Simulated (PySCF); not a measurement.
Si(Cl)(Br)(OH)2, SMILES Cl[Si](O)(Br)O (H2BrClO2Si), singlet (PBE0/def2-SVP optimised geometry):

```
7

O     -1.174    -1.772    -1.366
Si    -0.707    -1.008     0.000
O     -1.333     0.509     0.000
Cl     1.333    -1.008     0.000
Br    -1.394    -2.067     1.824
H     -2.106    -1.718    -1.600
H     -1.314     1.008     0.823
```

Level of theory: PBE0/def2-TZVP run with PySCF.

Task: What are the frontier orbital energies and the dipole moment?

Result: HOMO-2 -9.58 eV, HOMO-1 -8.80 eV, HOMO -8.69 eV, LUMO -0.07 eV, LUMO+1 0.83 eV; dipole moment 2.04 D.

On the same geometry PBE/def2-TZVP run with PySCF 2.14.0 gives HOMO-2 -8.05 eV, HOMO-1 -7.42 eV, HOMO -7.33 eV, LUMO -1.04 eV, LUMO+1 -0.10 eV; dipole moment 1.99 D.

Meta-Löwdin charges at PBE0/def2-TZVP: O1 -0.74, Si2 1.29, O3 -0.74, Cl4 -0.27, Br5 -0.27, H6 0.37, H7 0.37.
